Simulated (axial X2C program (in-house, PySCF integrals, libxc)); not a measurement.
## What spin–orbit coupling does to NbSn

Computed with an in-house all-electron X2C program for linear molecules (integrals from PySCF). Spin-free means the one-electron spin-free X2C Hamiltonian; two-component (2c) means X2C with spin–orbit coupling and atomic mean-field two-electron Coulomb and Gaunt terms, so the difference of the two also holds small scalar two-electron terms. Basis: Sn dyall-cv3z [11s12p9d4f1g], Nb dyall-cv3z [11s12p9d5f3g] (cores contracted in-house); Gaussian nuclei, density fitting, unrestricted open shells. Masses: Sn 119.902 u, Nb 92.906 u.

Spin-free state: M_S = 5/2, Λ = 0 (beyond evenly filled blocks: σα, π+α, π-α, δ+α, δ-α); fragments Sn + Nb.

| level | Re (Å) | ωe (cm⁻¹) | De (eV) | μ (D) |
| --- | --- | --- | --- | --- |
| PBE0 | 2.695 | 220.7 | 2.074 | 2.60 |
| PBE | 2.728 | 207.2 | 2.547 | 1.70 |

Dipoles are positive if Nb is the positive end.

Two-component determinant lowest at the distance of the search:

Ω = 5/2 (⟨Sz⟩ = 2.51, ⟨Lz⟩ = -0.01 at PBE0); fragments Sn + Nb.

```tsv
level	Re (Å)	ωe (cm⁻¹)	μ (D)
PBE0	2.697	218.7	2.58
PBE	2.728	206.2	1.69
```

**Question.** From the two tables, how do the constants change at the PBE0 level (2c against spin-free)?

**Answer.** At the PBE0 level Re rises by 0.002 Å and ωe falls by 2.0 cm⁻¹.

The state is a single determinant with fixed occupations, the lowest that a limited PBE0 search found. De is counted from the lowest determinant-based energies of the atoms at the same level, without counterpoise correction. De is not given where an atomic determinant may have missed its ground term or J level, or where the truncated virtual space spoils (T). Density functionals use the spin component along the axis (collinear). Without a current term, density functionals place determinants with orbital angular momentum somewhat too high. With several unpaired electrons one determinant need not be a pure state. This is the top spin component of a Σ state; components of lower Ω are not single determinants and can lie lower.
